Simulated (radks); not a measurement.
Coherent X-ray form factor from a spherical all-electron density. Calculated with a radial shooting solver on a logarithmic mesh with Libxc functionals: scalar-relativistic Kohn-Sham, LB94 model potential, spin-polarised, spherical densities, finite nucleus; Fermi nuclear charge, rms radius of each element as measured or else 0.836 A^(1/3) + 0.57 fm.

sin(theta)/lambda (1/angstrom),f0 (electrons)
0.05,3.716
0.1,3.090
0.15,2.492
0.2,2.087
0.25,1.850
0.3,1.709
0.4,1.526
0.5,1.363
0.6,1.194
0.8,0.876
1,0.623
1.25,0.403
1.5,0.264
2,0.121

The species is in the configuration that NIST lists as its ground one. Which atom or ion scatters so?

Answer. Neutral beryllium, [He] 2s2. Extrapolating in s^2 from the first two rows gives f0(0) = 3.9, near the electron count 4; among species with that count, the fall with angle is slower the higher Z, and the table is that of Z = 4; from so few rows the species is fixed only to a neighbour or two.
